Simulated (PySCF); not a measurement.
From computed data to an observable: refractive index and permittivity of the vapour

Be(Cl)(OSiH3) (BeClH3OSi), SMILES [SiH3][O][Be][Cl].

The structure is a stationary point at PBE0-D3(BJ)/def2-SVP. The values are those of a single conformer.

r2SCAN/def2-TZVPD in PySCF gives a mean static polarisability of 58.8 bohr³ and a dipole moment of 1.10 D. Take an ideal gas at 298.15 K and 1 bar, whether or not the substance is that volatile.

### Question
Work out n − 1 in the optical limit and the static ε − 1.

### Answer

Polarisability volume α' = 58.8 × 0.148185 = 8.71 Å³. Number density N = p/kT = 2.43e-5 Å⁻³.
Dilute limit of Lorentz–Lorenz: n − 1 = 2π N α' = 0.0013.
Orientation term of Debye: μ²/(3kT) = 8.098 Å³ × μ²(D²) = 9.80 Å³.
ε − 1 = 4π N (α' + μ²/3kT) = 0.0057. Orientation of the dipole supplies 53 % of the static response; it can't follow optical fields. Vibrational polarisation and dispersion are left out.
